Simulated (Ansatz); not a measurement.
A run for Ansatz (a first-principles code): U-CCSD(T)/def2-TZVPP on BrH3Si (SMILES [SiH3]Br), a point of a bond scan (R = 1.623 Å). The run froze 19 orbitals, filled d shells among them.

Ansatz 0.2 input:
```yaml
crystal:
  periodic: [false, false, false]
  atoms:
    - {symbol: Si, position_ang: [-1.47702999, 0.04480750, 0.01784857]}
    - {symbol: Br, position_ang: [0.75715839, -0.02296932, -0.00914958]}
    - {symbol: H, position_ang: [-1.94578451, 1.56043321, -0.32501987]}
    - {symbol: H, position_ang: [-1.93688049, -0.34876160, 1.36352309]}
    - {symbol: H, position_ang: [-1.98207285, -0.89726625, -0.99931798]}
basis:
  gaussian:
    orbitals: def2-TZVPP
correlation: {method: ccsd_t, electrons: outside_noble_gas}
scf: {omitted_lower_state_checks: [cluster_reference]}
magnetization: {spin_polarized: true, initial_magnetization: 0}
```

Q: Give the final energy of this run.

A: -2863.4828 hartree (reference determinant -2863.1424, T1 diagnostic 0.010).

Q: How many basis functions does it have, and what does it roughly cost on one machine?

A: 132 functions; around 11 core-seconds (rough).
